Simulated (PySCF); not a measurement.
## Running PySCF for SrO⁺

File input.py (PySCF 2.14):

```python
from pyscf import gto, dft, tdscf

mol = gto.M(
    atom='Sr 0 0 0; O 0 0 2.241',
    basis='lanl2dz',
    ecp={'Sr': 'lanl2dz'},
    charge=1,
    spin=1,
    verbose=4,
)
mf = dft.UKS(mol, xc='b3pw91')
mf.kernel()
td = tdscf.TDDFT(mf)
td.nstates = 3
td.kernel()
td.analyze(verbose=3)
mf.dip_moment()
print('orbital energies (hartree):', [e[max(0, n-3):n+3].round(4) for e, n in zip(mf.mo_energy, mol.nelec)])
```

```bash
$ OMP_NUM_THREADS=1 python input.py
```

It prints (some set-up lines and the per-cycle HOMO/LUMO lines with their warnings removed):

```
PySCF version 2.14.0

[INPUT] Symbol           X                Y                Z      unit          X                Y                Z       unit  Magmom
[INPUT]  1 Sr     0.000000000000   0.000000000000   0.000000000000 AA    0.000000000000   0.000000000000   0.000000000000 Bohr   0.0
[INPUT]  2 O      0.000000000000   0.000000000000   2.241000000000 AA    0.000000000000   0.000000000000   4.234876245150 Bohr   0.0

nuclear repulsion = 18.8907527325301
number of shells = 10
number of NR pGTOs = 48
number of NR cGTOs = 21
basis = lanl2dz
ecp = {'Sr': 'lanl2dz'}

******** <class 'pyscf.dft.uks.UKS'> ********
method = UKS
initial guess = minao
damping factor = 0
level_shift factor = 0
DIIS = <class 'pyscf.scf.diis.CDIIS'>
SCF conv_tol = 1e-09
SCF max_cycles = 50
number electrons alpha = 9  beta = 8
XC functionals = b3pw91

grids dens level: 3
tot grids = 35992
init E= -106.697875752054

cycle= 1 E= -103.975295139919  delta_E= 2.72  |g|= 1.34  |ddm|= 2.04

cycle= 2 E= -98.071179660095  delta_E=  5.9  |g|=  1.8  |ddm|= 3.59
cycle= 3 E= -104.862418328094  delta_E= -6.79  |g|= 0.947  |ddm|= 3.28
cycle= 4 E= -105.167917093503  delta_E= -0.305  |g|= 0.563  |ddm|= 0.406
cycle= 5 E= -105.33299010452  delta_E= -0.165  |g|= 0.0678  |ddm|= 0.467
cycle= 6 E= -105.336387078177  delta_E= -0.0034  |g|= 0.0103  |ddm|= 0.108
cycle= 7 E= -105.336435204317  delta_E= -4.81e-05  |g|= 0.00257  |ddm|= 0.00723
cycle= 8 E= -105.336438795255  delta_E= -3.59e-06  |g|= 0.000417  |ddm|= 0.00305
cycle= 9 E= -105.336438906209  delta_E= -1.11e-07  |g|= 6.48e-05  |ddm|= 0.000461
cycle= 10 E= -105.336438911016  delta_E= -4.81e-09  |g|= 2.49e-05  |ddm|= 0.000165
cycle= 11 E= -105.336438911338  delta_E= -3.22e-10  |g|= 3.79e-06  |ddm|= 2.39e-05
Extra cycle  E= -105.336438911327  delta_E= 1.11e-11  |g|= 6.12e-06  |ddm|= 8.55e-06
converged SCF energy = -105.336438911327  <S^2> = 0.75402751  2S+1 = 2.0040235

******** <class 'pyscf.tdscf.uks.TDDFT'> for <class 'pyscf.dft.uks.UKS'> ********
nstates = 3
deg_eia_thresh = 1.000e-03
wfnsym = None
conv_tol = 1e-05
eigh lindep = 1e-12
eigh level_shift = 0
eigh max_cycle = 100

Excitation energies (eV)
[1.26224041 1.2622411  1.81288777]

** Excitation energies and oscillator strengths **
Excited State   1:      1.26224 eV    982.26 nm  f=0.0035
Excited State   2:      1.26224 eV    982.25 nm  f=0.0035
Excited State   3:      1.81289 eV    683.90 nm  f=0.0067

WARN: System has nonzero charge 1; the dipole moment is origin-dependent.
Location of origin: [0. 0. 0.]

Dipole moment(X, Y, Z, Debye):  0.00000,  0.00000, -8.95336
orbital energies (hartree): [array([-0.4514, -0.3729, -0.3729, -0.2733, -0.1646, -0.1646]), array([-0.8939, -0.3435, -0.3435, -0.281 , -0.2027, -0.1642])]
```

In short: E(SCF) = -105.336439 Eh, 11 cycles, ⟨S²⟩ = 0.754, first excitations without spin–orbit coupling 1.26, 1.26, 1.81 eV.

It ran on Arm Neoverse V2 (1 thread, shared host) in 5.3 s, peak memory 0.19 GiB.

The bond length is a typed value, not an optimised one. The dipole of an ion depends on the origin. No search for the lowest solution was made.
